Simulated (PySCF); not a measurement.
First SCF of a structure search on quartet Rh(OH)2, at a hand-made PBE0 minimum (heavy-atom frame) geometry. PySCF input:

```python
from pyscf import gto, scf, dft
mol = gto.M(atom='''
Rh    -0.000000     0.024596     0.000000
O     -0.158781    -0.030481     1.861825
O      0.158781    -0.030481    -1.861825
H     -0.574912    -0.739065     2.365097
H      0.574912    -0.739065    -2.365097''',
    basis={'Rh': 'def2-SVP', 'O': 'def2-SVP', 'H': 'def2-SVP'},
    ecp={'Rh': 'def2-SVP'},
    charge=0, spin=3)
mf = dft.UKS(mol, xc='PBE0')
mf.grids.atom_grid = (50, 194)
aux = {'Rh': 'def2-universal-JKFIT', 'O': 'def2-universal-JKFIT', 'H': 'def2-universal-JKFIT'}
mf = mf.density_fit(auxbasis=aux)
mf.conv_tol = 1e-08
mf.diis_space = 10
mf.max_cycle = 60
mf.init_guess = 'minao'
mf.verbose = 4
mf.kernel()
```

Excerpt of the output (cycles alone):

```
init E= -251.856468858912
cycle= 1 E= -261.084470079525  delta_E= -9.23  |g|= 1.08  |ddm|= 2.29
cycle= 2 E= -249.695065344258  delta_E= 11.4  |g|= 3.08  |ddm|= 6.72
cycle= 3 E= -261.459876891454  delta_E= -11.8  |g|= 0.831  |ddm|= 6.61
cycle= 4 E= -261.748266649736  delta_E= -0.288  |g|= 0.412  |ddm|= 0.526
cycle= 5 E= -261.858020420202  delta_E= -0.11  |g|= 0.0364  |ddm|= 0.455
cycle= 6 E= -261.860747865099  delta_E= -0.00273  |g|= 0.0381  |ddm|= 0.108
cycle= 7 E= -261.861596408946  delta_E= -0.000849  |g|= 0.0264  |ddm|= 0.0479
cycle= 8 E= -261.862002533949  delta_E= -0.000406  |g|= 0.0119  |ddm|= 0.037
cycle= 9 E= -261.86208934291  delta_E= -8.68e-05  |g|= 0.00151  |ddm|= 0.0183
cycle= 10 E= -261.862093219274  delta_E= -3.88e-06  |g|= 0.000582  |ddm|= 0.00462
cycle= 11 E= -261.862095696472  delta_E= -2.48e-06  |g|= 0.000407  |ddm|= 0.0048
cycle= 12 E= -261.862098659262  delta_E= -2.96e-06  |g|= 0.000215  |ddm|= 0.00929
cycle= 13 E= -261.862099432393  delta_E= -7.73e-07  |g|= 0.000128  |ddm|= 0.00485
cycle= 14 E= -261.86209970325  delta_E= -2.71e-07  |g|= 0.000104  |ddm|= 0.00219
cycle= 15 E= -261.862099941606  delta_E= -2.38e-07  |g|= 8.3e-05  |ddm|= 0.00211
cycle= 16 E= -261.862100215727  delta_E= -2.74e-07  |g|= 5.73e-05  |ddm|= 0.00321
cycle= 17 E= -261.862100371728  delta_E= -1.56e-07  |g|= 3.48e-05  |ddm|= 0.0033
cycle= 18 E= -261.862100400973  delta_E= -2.92e-08  |g|= 1.65e-05  |ddm|= 0.0015
cycle= 19 E= -261.862100405299  delta_E= -4.33e-09  |g|= 6.73e-06  |ddm|= 0.000589
Extra cycle  E= -261.862100405386  delta_E= -8.75e-11  |g|= 9.05e-06  |ddm|= 2.61e-05
converged SCF energy = -261.862100405386  <S^2> = 3.7562406  2S+1 = 4.0031191
```

No lower solution of this spin was found from smeared starts or by a stability analysis within the unrestricted form.

Open d and f shells are described by one determinant, and the ground state may have another occupation or spin.

The search for the lowest solution, 3 starts and the stability check together, took 16 s on 2 threads of a shared Arm Neoverse N1 host, with 69 basis functions; the process peaked at 0.44 GiB.
